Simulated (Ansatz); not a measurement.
Basis sets compared for ScAu₄⁺. The state is a singlet with charge 1. Geometry B3LYP-D4/def2-SVP. Ansatz on 4 threads of Intel Xeon 6975P-C on a shared host; times are rough, and most runs start from earlier orbitals.

Cartesian coordinates in Å:
```
Sc -0.2036 -0.4467 -0.7170
Au -1.8420 0.9400 -1.8375
Au 1.0869 0.0348 1.6333
Au -1.2150 -1.3334 1.6098
Au 2.1736 0.8054 -0.6885
```

In the def2 sets Au takes a core potential; there is no spin–orbit coupling. Another isomer (singlet) lies 0.08 eV lower at PBE0-D4/def2-TZVP; other spin states weren't run for this one.

```json
{"level": "PBE-D4/def2-SVP", "functions": "159", "energy (Eh)": "-1303.4216", "HOMO (eV)": "-10.37", "LUMO (eV)": "-8.93", "wall time": "1.9 s"}
{"level": "PBE0-D4/def2-SVP", "functions": "159", "energy (Eh)": "-1303.2358", "HOMO (eV)": "-10.98", "LUMO (eV)": "-8.07", "wall time": "3.4 s"}
```

Estimate the rows for PBE-D4/def2-TZVP (with forces), PBE0-D4/def2-TZVP.


| level | functions | energy (Eh) | HOMO (eV) | LUMO (eV) | wall time |
| --- | --- | --- | --- | --- | --- |
| PBE-D4/def2-TZVP (with forces) | 205 | -1303.5472 | -10.33 | -8.89 | 3.6 s |
| PBE0-D4/def2-TZVP | 205 | -1303.3612 | -10.93 | -8.01 | 4.8 s |
